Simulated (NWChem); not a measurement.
System: SnH3I; SMILES [I][SnH3]

NWChem input:

```
start job
memory heap 200 mb stack 900 mb global 1100 mb
geometry units angstroms noautoz
  Sn     0.000000     0.000000    -1.320384
  I      0.000000     0.000000     1.380356
  H      1.154821     1.154821    -1.817656
  H      0.422694    -1.577515    -1.817656
  H     -1.577515     0.422694    -1.817656
end
basis spherical
  * library 3-21g
end
dft
  xc b3lyp
  iterations 150
  mulliken
end
task dft energy
```

NWChem printed, in part:

```
             Northwest Computational Chemistry Package (NWChem) 7.3.0
             --------------------------------------------------------

 C3V symmetry detected

                             Geometry "geometry" -> ""
                             -------------------------

 Output coordinates in angstroms (scale by  1.889725989 to convert to a.u.)

  No.       Tag          Charge          X              Y              Z
 ---- ---------------- ---------- -------------- -------------- --------------
    1 Sn                  50.0000     0.00000000     0.00000000    -1.33629626
    2 I                   53.0000     0.00000000     0.00000000     1.36444374
    3 H                    1.0000     1.15482110     1.15482110    -1.83356826
    4 H                    1.0000     0.42269386    -1.57751496    -1.83356826
    5 H                    1.0000    -1.57751496     0.42269386    -1.83356826

 Effective nuclear repulsion energy (a.u.)     589.7232766995

      Symmetry information
      --------------------

 Group name             C3v
 Group number             17
 Group order               6
 No. of unique centers     3

                                 NWChem DFT Module
                                 -----------------

 Summary of "ao basis" -> "ao basis" (spherical)
 ------------------------------------------------------------------------------
       Tag                 Description            Shells   Functions and Types
 ---------------- ------------------------------  ------  ---------------------
 Sn                          3-21g                  13       31   6s5p2d
 I                           3-21g                  13       31   6s5p2d
 H                           3-21g                   2        2   2s

      Symmetry analysis of basis
      --------------------------

        a1         28
        a2          0
        e          40

  Rotation of axis

            General Information
            -------------------
          SCF calculation type: DFT
          Wavefunction type:  closed shell.
          No. of atoms     :     5
          No. of electrons :   106
           Alpha electrons :    53
            Beta electrons :    53
          Charge           :     0
          Spin multiplicity:     1
          Use of symmetry is: on ; symmetry adaption is: on
          Maximum number of iterations: 150
          AO basis - number of functions:    68
                     number of shells:    32
          Convergence on energy requested:  1.00D-06
          Convergence on density requested:  1.00D-05
          Convergence on gradient requested:  5.00D-04

              XC Information
              --------------
                         B3LYP Method XC Potential
                     Hartree-Fock (Exact) Exchange  0.200
                        Slater Exchange Functional  0.800 local
                    Becke 1988 Exchange Functional  0.720 non-local
              Lee-Yang-Parr Correlation Functional  0.810
                  VWN I RPA Correlation Functional  0.190 local

             Grid Information
             ----------------
          Grid used for XC integration:  medium
          Radial quadrature: Mura-Knowles
          Angular quadrature: Lebedev.
          Tag              B.-S. Rad. Rad. Pts. Rad. Cut. Ang. Pts.
          ---              ---------- --------- --------- ---------
          Sn                  1.45      123           9.0       590
          I                   1.40      123          10.0       590
          H                   0.35       45          10.0       434
          Grid pruning is: on
          Number of quadrature shells:   291
          Spatial weights used:  Erf1

      Superposition of Atomic Density Guess
      -------------------------------------

 Sum of atomic energies:      -12885.05846761

      Non-variational initial energy
      ------------------------------

 Total energy =  -12885.399361
 1-e energy   =  -18930.546953
 2-e energy   =    5455.424316
 HOMO         =      -0.330077
 LUMO         =       0.029843

      Symmetry analysis of molecular orbitals - initial
      -------------------------------------------------

  Numbering of irreducible representations:

     1 a1          2 a2          3 e

  Orbital symmetries:

     1 a1          2 a1          3 a1          4 a1          5 e
     6 e           7 a1          8 e           9 e          10 a1
    11 a1         12 a1         13 e          14 e          15 a1
    16 e          17 e          18 a1         19 a1         20 e
    21 e          22 e          23 e          24 e          25 e
    26 a1         27 e          28 e          29 a1         30 a1
    31 a1         32 e          33 e          34 e          35 e
    36 a1         37 a1         38 e          39 e          40 e
    41 e          42 e          43 e          44 a1         45 e
    46 e          47 a1         48 a1         49 e          50 e
    51 a1         52 e          53 e          54 a1         55 a1
    56 e          57 e          58 a1         59 e          60 e
    61 a1         62 a1         63 e

     ---------------------------------------------
      Total Density - Mulliken Population Analysis
     ---------------------------------------------

    Atom       Charge   Shell Charges
 -----------   ------   -------------------------------------------------------
    1 Sn  50    49.06   2.00  2.00  6.00  2.00  6.00  2.00  5.94  0.75  1.22  0.52  0.65 10.00  9.99
    2 I   53    53.50   2.00  2.00  6.00  2.00  6.00  2.00  5.97  0.94  2.72  1.04  2.84 10.00 10.00
    3 H    1     1.15   0.38  0.77
    4 H    1     1.15   0.38  0.77
    5 H    1     1.15   0.38  0.77

   convergence    iter        energy       DeltaE   RMS-Dens  Diis-err
 ---------------- ----- ----------------- --------- --------- ---------
 d= 0,ls=0.0,diis     1 -12890.6279017911 -1.35D+04  1.69D-02  2.77D-01
 d= 0,ls=0.0,diis     2 -12890.6421677459 -1.43D-02  1.05D-02  7.36D-02
 d= 0,ls=0.0,diis     3 -12890.6586394664 -1.65D-02  3.51D-03  1.51D-02
 d= 0,ls=0.0,diis     4 -12890.6624940499 -3.85D-03  4.72D-04  2.67D-04
 d= 0,ls=0.0,diis     5 -12890.6625486442 -5.46D-05  5.39D-05  3.11D-06
 d= 0,ls=0.0,diis     6 -12890.6625495002 -8.56D-07  7.32D-06  5.73D-08

         Total DFT energy =   -12890.662549500161
      One electron energy =   -18932.620445266908
           Coulomb energy =     5791.142317837343
    Exchange-Corr. energy =     -338.907698770059
 Nuclear repulsion energy =      589.723276699462

 Numeric. integr. density =      106.000022989015

                  Occupations of the irreducible representations
                  ----------------------------------------------

                     irrep           alpha         beta
                     --------     --------     --------
                     a1               21.0         21.0
                     a2                0.0          0.0
                     e                32.0         32.0

                       DFT Final Molecular Orbital Analysis
                       ------------------------------------

 Vector   51  Occ=2.000000D+00  E=-3.226428D-01  Symmetry=a1
              MO Center= -4.3D-15,  1.2D-15,  6.0D-01, r^2= 4.1D+00
   Bfn.  Coefficient  Atom+Function         Bfn.  Coefficient  Atom+Function
  ----- ------------  ---------------      ----- ------------  ---------------
    48      0.498854  2 I  pz                44     -0.402389  2 I  pz
    52      0.363019  2 I  pz                17     -0.342280  1 Sn pz
    13      0.232539  1 Sn pz                40      0.181335  2 I  pz
    49      0.163736  2 I  s                 45      0.116469  2 I  s
    64      0.108970  3 H  s                 66      0.108970  4 H  s

 Vector   52  Occ=2.000000D+00  E=-2.607964D-01  Symmetry=e
              MO Center=  4.2D-02, -1.3D-02,  1.2D+00, r^2= 2.7D+00
   Bfn.  Coefficient  Atom+Function         Bfn.  Coefficient  Atom+Function
  ----- ------------  ---------------      ----- ------------  ---------------
    47      0.564232  2 I  py                51      0.526454  2 I  py
    43     -0.461927  2 I  py                39      0.207808  2 I  py
    66      0.153779  4 H  s                 64     -0.149912  3 H  s
    46      0.137926  2 I  px                50      0.128691  2 I  px
    42     -0.112918  2 I  px                65      0.060790  4 H  s

 Vector   53  Occ=2.000000D+00  E=-2.607964D-01  Symmetry=e
              MO Center= -4.2D-02,  1.3D-02,  1.2D+00, r^2= 2.7D+00
   Bfn.  Coefficient  Atom+Function         Bfn.  Coefficient  Atom+Function
  ----- ------------  ---------------      ----- ------------  ---------------
    46      0.564232  2 I  px                50      0.526454  2 I  px
    42     -0.461927  2 I  px                38      0.207808  2 I  px
    68      0.175336  5 H  s                 47     -0.137926  2 I  py
    51     -0.128691  2 I  py                43      0.112918  2 I  py
    64     -0.091017  3 H  s                 66     -0.084319  4 H  s

 Vector   54  Occ=0.000000D+00  E=-4.772682D-02  Symmetry=a1
              MO Center=  1.1D-15, -6.6D-16, -5.6D-01, r^2= 5.5D+00
   Bfn.  Coefficient  Atom+Function         Bfn.  Coefficient  Atom+Function
  ----- ------------  ---------------      ----- ------------  ---------------
    21      0.892337  1 Sn pz                52      0.753417  2 I  pz
    49     -0.594949  2 I  s                 18      0.473811  1 Sn s
    17      0.406348  1 Sn pz                48      0.326866  2 I  pz
    14      0.315545  1 Sn s                 44     -0.284416  2 I  pz
    13     -0.274078  1 Sn pz                10     -0.158846  1 Sn s

[...]
```

Level: B3LYP/3-21G, non-relativistic. The geometry was optimised at PBE0/def2-SVP (def2 core potentials past Kr).
